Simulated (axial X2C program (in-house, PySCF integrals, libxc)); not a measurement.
## HfH: properties at the nuclei

Computed with an in-house all-electron X2C program for linear molecules (integrals from PySCF): two-component X2C with atomic mean-field Coulomb and Gaunt terms, Gaussian nuclei, basis Hf dyall-cv3z, H dyall-v3z with contracted cores.

R = 1.820 Å (near the PBE0 minimum at charge 0 of the determinant lowest at the starting distance; the state shown can have its own minimum elsewhere).

Determinant lowest in the PBE0 search, Ω = 3/2 (⟨Sz⟩ = -0.43, ⟨Lz⟩ = 1.93 at PBE0), spin on the atoms Hf -0.44, H 0.01:

| level | Eeff magnitude (GV/cm) | Ws magnitude Hf (kHz) | A∥/gI Hf (MHz) | qzz Hf (a.u.) | A∥/gI H (MHz) | qzz H (a.u.) | μ (D) |
| --- | --- | --- | --- | --- | --- | --- | --- |
| PBE0 | 16.9 | 10.7 | 611 | -3.54 | 4.49 | 0.07 | -1.15 |
| HF | 72.8 | 47.7 | 21.6 | -5.42 | 3.73 | 0.09 | -0.34 |
| PBE | 9.51 | 5.89 | 676 | -2.64 | 3.7 | 0.07 | -1.20 |
| r2SCAN | 23.1 | 14.4 | 386 | -3.54 | 6.52 | 0.07 | -0.95 |
| BP86 | 9.8 | 6.09 | 654 | -2.64 | 3.64 | 0.07 | -1.22 |

Determinant 0.21 eV from it at PBE0 and this distance, Ω = 1/2 (⟨Sz⟩ = -0.49, ⟨Lz⟩ = 0.99 at PBE0), spin on the atoms Hf -0.51, H 0.02:

```csv
level,Eeff magnitude (GV/cm),Ws magnitude Hf (kHz),A∥/gI Hf (MHz),qzz Hf (a.u.),A∥/gI H (MHz),qzz H (a.u.),μ (D)
PBE0,3.85,6.91,872,-8.30,11.8,0.07,-1.37
HF,48.6,94.4,955,-9.51,11.5,0.08,-1.04
PBE,4.18,7.59,868,-7.72,12.3,0.07,-1.33
r2SCAN,16,30.4,553,-8.27,7.84,0.07,-1.07
BP86,4.28,7.75,749,-7.75,12.3,0.07,-1.36
```

Eeff is the effective electric field on the electron electric dipole moment in this Ω state and Ws the scalar–pseudoscalar constant of the nucleus named (defined with the proton number Z and per Ω); A∥ (defined per Ω) follows by multiplying with gI = μI/(I μN); qzz is the electric field gradient, eQq0 = 234.96 MHz × Q/barn × qzz; μ is positive if the H end (last atom) is positive. The operators were transformed with the bare-nucleus X2C matrices; with these basis sets, hyperfine constants and field gradients can be off by tens of per cent, and where levels differ in sign neither size nor sign is settled.

Problem. With gI(1H) = 5.5857 (g factors from the IAEA table of nuclear moments by Stone), turn the PBE0 values of the first state into constants in MHz.

Solution. A∥(1H) = 4.49 × 5.5857 = 25.1 MHz.

Each state is one determinant with collinear spin. Unrestricted Hartree–Fock can overshoot spin polarisation at the nuclei. In the state Ω = 1/2 the sign of Eeff differs between levels (HF against PBE0). Where Eeff spreads by more than a factor of two the levels disagree and none is to be relied on. States lie within half an eV, so the first need not be the ground state. The sign of Ws at Hf differs between levels in the second state. Further determinants of the search, some of them spin-mixed, are not shown. Where a field gradient or hyperfine factor spreads by more than a factor of two over the levels, a constant derived from it is not to be relied on. PBE0 term energies can be off by some tenths of an eV.
